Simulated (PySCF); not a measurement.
# Relaxation of singlet SnBr₃⁺

Method: PySCF, PBE0, basis Sn def2-SVP with ECP28, Br def2-SVP (scalar-relativistic core potentials, no spin–orbit coupling, density fitting). A (50,194) grid was used.

A hand-made trigonal planar start, of D3h symmetry, held to at least that symmetry:

```xyz
4
charge 1 multiplicity 1, angstrom
Sn    0.0000    0.0000    0.0000
Br    2.4892    0.0000    0.0000
Br   -1.2446    2.1557    0.0000
Br   -1.2446   -2.1557    0.0000
```

Optimiser trace:
```csv
step,E − E(last) (kJ/mol),largest gradient (Eh/bohr)
0,15.22,0.02191
1,1.72,0.00805
2,0.08,0.00180
3,0.00,0.00011
4,0.00,0.00001
```

It ends at D3h with Sn–Br 2.402 Å (×3); Br–Sn–Br 120.0° (×3). A frequency run shows a minimum.

Final geometry:
```xyz
4
charge 1 multiplicity 1, angstrom
Sn    0.0000    0.0000    0.0000
Br    2.4018    0.0000    0.0000
Br   -1.2009    2.0801    0.0000
Br   -1.2009   -2.0801    0.0000
```

The relaxation took of the order of 70 core-seconds on a shared host.
